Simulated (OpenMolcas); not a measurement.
How basis sets differ on GeSiH4O (SMILES [SiH3][O][GeH])

GeSiH4O: 7 atoms, total charge 0, spin state singlet. As SMILES, `[SiH3][O][GeH]`. Geometry: relaxed at PBE0-D4/def2-TZVP. This is one conformer, not always the lowest.

Each level gives the HOMO–LUMO gap (eV). The values are calculated.

| level | kind | program | value (eV) | CPU time |
| --- | --- | --- | --- | --- |
| HF/STO-3G | Hartree–Fock | OpenMolcas | 11.28 | 2.3 s |
| HF/3-21G | Hartree–Fock | OpenMolcas | 9.80 | 2.7 s |
| HF/ANO-RCC-VDZ (DKH2) | Hartree–Fock | OpenMolcas | 10.01 | 4.6 s |
| HF/def2-SVP | Hartree–Fock | OpenMolcas | 9.98 | 7.5 s |

All-electron rows without a relativistic Hamiltonian named are non-relativistic. The values span 9.80 to 11.28 eV. A Hartree–Fock LUMO above zero doesn't converge with the basis: it sinks as sets grow more diffuse. Orbital gaps aren't excitation energies. Times are those of the runs behind each value, whatever else they computed, on shared processors of several kinds: orders of magnitude only.
